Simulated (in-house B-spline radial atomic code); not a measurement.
Successive ionisation energies of tungsten; each step leads to the configuration of the next row (after the last: [Kr] 4d10 4f5). NIST's values go from ground level to ground level; the uncertainty of those that are theory runs from under 0.1 % in few-electron ions to several per cent in heavy many-electron ones. Computed with a radial B-spline atomic code at the basis-set limit: non-relativistic Hartree-Fock, average of the configuration, point nuclei.

This level leaves out relativity, spin-orbit splitting included, which matters for heavy ions.

| ion | configuration | ionisation energy (eV) | tabulated value (eV) | tabulated kind | computed minus tabulated (eV) | highest orbital | largest mean radius (bohr) |
| --- | --- | --- | --- | --- | --- | --- | --- |
| W18+ | [Kr] 4d10 4f10 | 469.0 | 462.1 | semi-empirical | 6.9 | 4f | 0.50379 |
| W19+ | [Kr] 4d10 4f9 | ? | ? | semi-empirical | ? | ? | ? |
| W20+ | [Kr] 4d10 4f8 | 554.0 | 543.4 | semi-empirical | 10.6 | 4f | 0.48554 |
| W21+ | [Kr] 4d10 4f7 | ? | ? | semi-empirical | ? | ? | ? |
| W22+ | [Kr] 4d10 4f6 | 643.7 | 640.6 | semi-empirical | 3.1 | 4f | 0.47639 |

Q: Fill in the row of W19+.

A: ionisation energy (eV): 510.9; tabulated value (eV): 502.6; computed minus tabulated (eV): 8.3; highest orbital: 4f; largest mean radius (bohr): 0.49441.

Q: Fill in the row of W21+.

A: ionisation energy (eV): 598.3; tabulated value (eV): 594.5; computed minus tabulated (eV): 3.8; highest orbital: 4f; largest mean radius (bohr): 0.48054.

Q: How far is this level of theory from the measured and semi-empirical values?

A: Over those 5 rows the differences run from +3.15 to +10.6 eV (mean absolute value 6.5 eV). The calculation leaves out relativity, correlation and, in open shells, the multiplet splittings that an average leaves out.
